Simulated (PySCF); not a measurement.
Isomers of C9H9P, mass 148.044 u with the commonest isotopes. The calculation used PBE0/pcSseg-1 in PySCF (dipole) on a GFN2-xTB geometry, gas phase. One conformer each, none proved a minimum here; rigid rotors.

Task: Order these by rotational constant B, smallest first.
A. `CP1C=CC2=CC=CC=C21`
B. `c1(C)cc2c([pH]1)cccc2`
C. `c1pc(c(C)cc1C)C#C`
D. `[CH:1]#[C:2][c:3]1[cH:4][cH:5][c:6]([CH2:7][CH3:8])[cH:9][p:10]1` with C5–C6–C7–C8 -91°

Result: D (659.7 MHz), B (872.4 MHz), C (904.3 MHz), A (1016 MHz).

Task: Order these by out-of-plane moment Σ m c² = (Ia + Ib − Ic)/2, smallest first.
A. `C#CC1=C(C)C=C(C)C=P1`
B. `[CH:1]#[C:2][c:3]1[cH:4][cH:5][c:6]([CH2:7][CH3:8])[cH:9][p:10]1` with C5–C6–C7–C8 -91°
C. `Cp1ccc2ccccc21`
D. `Cc1cc2ccccc2[pH]1`

Result: A (3.12 u·Å²), D (3.49 u·Å²), B (24.67 u·Å²), C (32.64 u·Å²).

Task: Order these by radius of gyration √(Σ m r²/M), largest first.
A. `C#CC1=C(C)C=C(C)C=P1`
B. `[CH:1]#[C:2][c:3]1[cH:4][cH:5][c:6]([CH2:7][CH3:8])[cH:9][p:10]1` with C5–C6–C7–C8 -91°
C. `CP1C=CC2=CC=CC=C21`
D. `CC1=CC2=CC=CC=C2P1`

Result: B (2.481 Å), A (2.322 Å), D (2.263 Å), C (2.153 Å).

```
           SMILES  point group  Ia (u·Å²)  Ib (u·Å²)  Ic (u·Å²)      κ  μa (D)  μb (D)  μc (D)
  C#Cc1pcc(C)cc1C            –     242.67     558.84     795.27  -0.63    1.36    1.95    0.06
  C#Cc1ccc(CC)cp1           C1     170.13     766.08     886.87  -0.93    1.98    1.29    0.10
   Cp1ccc2ccccc21           C1     221.28     497.59     653.59  -0.68    0.13    0.11    1.21
Cc1cc2ccccc2[pH]1            –     182.31     579.29     754.61  -0.81    0.35    0.69    0.62
```
